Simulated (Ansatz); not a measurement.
Kohn–Sham single points on C₂H₆F₂Si, SMILES `FC[SiH2]CF`.

```yaml
crystal:
  periodic: [false, false, false]
  atoms:
    - {symbol: F, position_ang: [-1.377998, 0.434588, 1.670937]}
    - {symbol: C, position_ang: [-0.040088, 0.711004, 1.397658]}
    - {symbol: Si, position_ang: [0.610956, -0.517265, 0.114453]}
    - {symbol: C, position_ang: [-0.396349, -0.341924, -1.477305]}
    - {symbol: F, position_ang: [-0.260437, 0.952243, -1.975039]}
    - {symbol: H, position_ang: [0.519627, 0.657121, 2.337001]}
    - {symbol: H, position_ang: [0.026143, 1.738277, 1.024443]}
    - {symbol: H, position_ang: [2.043091, -0.213694, -0.146870]}
    - {symbol: H, position_ang: [0.465551, -1.909949, 0.615204]}
    - {symbol: H, position_ang: [-0.065621, -1.042831, -2.250543]}
    - {symbol: H, position_ang: [-1.459477, -0.524671, -1.289339]}
basis:
  gaussian: {orbitals: def2-TZVPP}
hamiltonian: {xc: r2scan, dispersion: d4}
output: {forces: true, orbitals: {seedname: orbitals}}
```

```sh
$ ansatz run in.yaml --threads 4 --pin off --events-out ev --progress --plain --max-ram 10444MiB
```

Shortened log:

```
Functional definition: r2SCAN
1314 factors; their error is unknown
mean field evaluation 1: about -15475.9425 eV, gradient 5.2e1 eV
mean field evaluation 2: about -15472.8384 eV, gradient 6.2e1 eV
mean field evaluation 4: about -15481.8667 eV, gradient 1.7e0 eV
mean field evaluation 8: about -15481.8740 eV, gradient 5.1e-2 eV
mean field evaluation 16: about -15481.8364 eV, gradient 1.1e-3 eV
mean field -15481.83643210 eV, -568.9469949139 hartree, gradient 1.5e-5 eV, S^2 0.000000; 0 other end points of the search recorded, 0 dependent functions left out
reference -15481.83644386 eV, -568.9469953462 hartree; 25, 25 occupied and 225, 225 virtual orbitals, 1314 factors
Total energy: -15481.88469355 eV, -568.9487684894 hartree
Atom 0 at    -1.377998     0.434588     1.670937 Å, force    -0.360748    -0.080697     0.061969 eV/Å
Atom 1 at    -0.040088     0.711004     1.397658 Å, force     0.369318     0.065049    -0.083883 eV/Å
Atom 2 at     0.610956    -0.517265     0.114453 Å, force     0.034706    -0.029405     0.006496 eV/Å
Atom 3 at    -0.396349    -0.341924    -1.477305 Å, force    -0.028382    -0.353674     0.147516 eV/Å
Atom 4 at    -0.260437     0.952243    -1.975039 Å, force     0.040050     0.352224    -0.121793 eV/Å
Atom 5 at     0.519627     0.657121     2.337001 Å, force    -0.003847     0.016836     0.010040 eV/Å
Atom 6 at     0.026143     1.738277     1.024443 Å, force    -0.003200     0.014141     0.009720 eV/Å
Atom 7 at     2.043091    -0.213694    -0.146870 Å, force    -0.021392    -0.003197     0.000962 eV/Å
Atom 8 at     0.465551    -1.909949     0.615204 Å, force     0.000153     0.021094    -0.004909 eV/Å
Atom 9 at    -0.065621    -1.042831    -2.250543 Å, force    -0.014621    -0.001066    -0.013542 eV/Å
Atom 10 at    -1.459477    -0.524671    -1.289339 Å, force    -0.012036    -0.001303    -0.012576 eV/Å
Dipole moment:     0.227844    -0.192928     0.042591 e Å
```

It took 3.6 s on 4 threads of an Arm Neoverse V2 on a shared host, with 0.33 GiB of host memory at the peak.

With the line `hamiltonian: {xc: {name: B2PLYP}}` and no forces (abridged; 4 s):

```
Functional definition: B2PLYP
mean field evaluation 16: about -15469.4735 eV, gradient 4.8e-5 eV
mean field -15469.47353731 eV, -568.4926669105 hartree, gradient 2.2e-6 eV, S^2 0.000000
9 core orbitals not correlated: weight in the atoms' cores, before any rotation towards them, 1.000 or more for the frozen orbitals, at most 0.000 for the correlated occupied ones
second order -31.38080465 eV of doubles, -0.00000000 eV of singles
Total energy: -15477.94651923 eV, -568.8040432526 hartree
```

Changing it to `hamiltonian: {xc: pbe0, dispersion: d4}` and no forces (abridged; 2.1 s):

```
Functional definition: PBE0
mean field -15474.98964284 eV, -568.6953800495 hartree, gradient 5.3e-5 eV, S^2 0.000000
Total energy: -15475.15185296 eV, -568.7013411615 hartree
```

With the line `hamiltonian: {xc: {name: wB97M-V}}` (abridged; 8.5 s):

```
Functional definition: wB97M-V
mean field evaluation 16: about -15482.9886 eV, gradient 8.3e-5 eV
mean field -15482.98864497 eV, -568.9893379558 hartree, gradient 8.3e-5 eV, S^2 0.000000
Total energy: -15482.98869304 eV, -568.9893397225 hartree
Atom 0 force    -0.264949    -0.074771     0.033343 eV/Å
Atom 1 force     0.355760     0.104693    -0.057749 eV/Å
Atom 2 force     0.083048    -0.070313     0.015468 eV/Å
Atom 3 force    -0.063104    -0.352474     0.112425 eV/Å
Atom 4 force     0.041814     0.263696    -0.074969 eV/Å
Atom 5 force    -0.047614     0.014312    -0.083436 eV/Å
Atom 6 force    -0.004290    -0.085730     0.037941 eV/Å
Atom 7 force    -0.163031    -0.028256     0.029109 eV/Å
Atom 8 force     0.010229     0.157516    -0.057527 eV/Å
Atom 9 force    -0.038225     0.058576     0.067365 eV/Å
Atom 10 force     0.090363     0.012751    -0.021970 eV/Å
Dipole moment:     0.246501    -0.208722     0.046070 e Å
```
